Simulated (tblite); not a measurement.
C₅H₁₅NOSi.
Structure used (GFN2-xTB), in Å, numbered top down from 1:
```xyz
23
C5H15NOSi angstrom
C      2.2756   -1.6017   -0.3358
C      1.2020   -0.7736    0.3628
C      1.8249    0.4913    0.9529
Si    -0.2151   -0.3829   -0.8548
O      0.2844    0.5029   -2.1282
N     -1.4151    0.5207   -0.0068
C     -2.4106    1.2497   -0.7554
C     -1.8998    0.1444    1.2986
H      1.8644   -2.5429   -0.6913
H      2.6741   -1.0635   -1.1929
H      3.0995   -1.8205    0.3432
H      0.8209   -1.3763    1.1922
H      2.5899    0.2375    1.6870
H      2.2980    1.0822    0.1701
H      1.0727    1.1059    1.4424
H     -0.6593   -1.5844   -1.5668
H      0.6893    1.3556   -1.9896
H     -3.3268    0.6619   -0.8864
H     -2.6689    2.1743   -0.2308
H     -2.0172    1.4945   -1.7370
H     -1.1296   -0.3959    1.8390
H     -2.7902   -0.4925    1.2313
H     -2.1678    1.0404    1.8665
```

Method: GFN2-xTB as coded in tblite; computed harmonic values from a numerical Hessian at the method's own geometry, unscaled. Errors from tens to a few hundred cm⁻¹ against measured bands are possible. Modes of hydrogen on silicon can be 10 to 20 % off. One conformer, not necessarily the lowest.

Harmonic wavenumbers (cm⁻¹): 47.3, 62.7, 116.9, 149.5, 167.0, 196.1, 204.8, 219.2, 229.3, 256.3, 274.0, 281.7, 320.9, 362.8, 399.8, 426.2, 626.2, 662.4, 688.8, 741.1, 824.4, 891.2, 945.4, 952.6, 996.7, 1037.1, 1045.7, 1057.8, 1091.0, 1131.6, 1137.3, 1182.9, 1203.8, 1294.5, 1305.1, 1320.5, 1409.7, 1417.0, 1424.5, 1426.1, 1481.0, 1489.7, 1501.4, 1502.3, 1509.9, 1511.3, 1514.5, 1517.0, 2239.2, 2892.9, 2897.0, 2937.5, 2942.2, 2947.1, 2995.0, 3000.1, 3013.7, 3029.0, 3031.4, 3039.4, 3053.1, 3057.5, 3660.0.

A = 2438, B = 1164, C = 957.7 MHz; mass 133.092 u (most abundant isotopes); point group C1, symmetry number 1.

Question: What is the zero-point energy?

Answer: ½Σν̃ = 43145 cm⁻¹ = 123.36 kcal/mol.

Question: Give the ideal-gas entropy at 298.15 K and 1 bar in the rigid-rotor, harmonic-oscillator model (classical rotation).

Answer: Translation 40.60, rotation 29.16, vibration 37.46: S = 107.2 cal/(mol K).

Question: And Cp and H(298.15 K) − H(0)?

Answer: Cp = 45.64 cal/(mol K), of which vibrations give 37.69 (their classical limit is 63 R = 125.2); H(298.15 K) − H(0) = 8.35 kcal/mol without the zero-point energy, 5.98 from vibrations.

Question: How do the functions run with temperature in this model?

Answer: 
```csv
T (K),S (cal/(mol K)),Cp (cal/(mol K)),H − H(0) (kcal/mol),G − H(0) (kcal/mol),ln q(vib)
50,58.9,13.8,0.51,-2.43,0.54
100,71.2,22.8,1.43,-5.70,1.93
373.15,118.3,53.7,12.07,-32.08,11.26
500,135.8,66.0,19.69,-48.22,15.36
750,166.3,84.5,38.65,-86.08,22.96
1000,192.5,97.2,61.45,-131.01,29.98
```

q(vib) and H(0) count from the zero-point level.

Question: What must be added to the electronic energy to get the Gibbs energy at 298.15 K and 1 bar?

Answer: ZPE + [H(298.15 K) − H(0)] − T·S = 123.36 + 8.35 − 31.97 = 99.74 kcal/mol.

Question: Which modes carry the vibrational entropy at 298.15 K?

Answer: 47.3 cm⁻¹: 4.93; 62.7 cm⁻¹: 4.37; 116.9 cm⁻¹: 3.15; 149.5 cm⁻¹: 2.68; 167.0 cm⁻¹: 2.47; 196.1 cm⁻¹: 2.17 cal/(mol K); the other 57 give 17.70 together.

Hindered rotation and anharmonicity are outside this model. Other conformers, if any are populated, would add a mixing term that is left out. The structure is chiral; the term R ln 2 for an equal mix with its mirror image is left out.
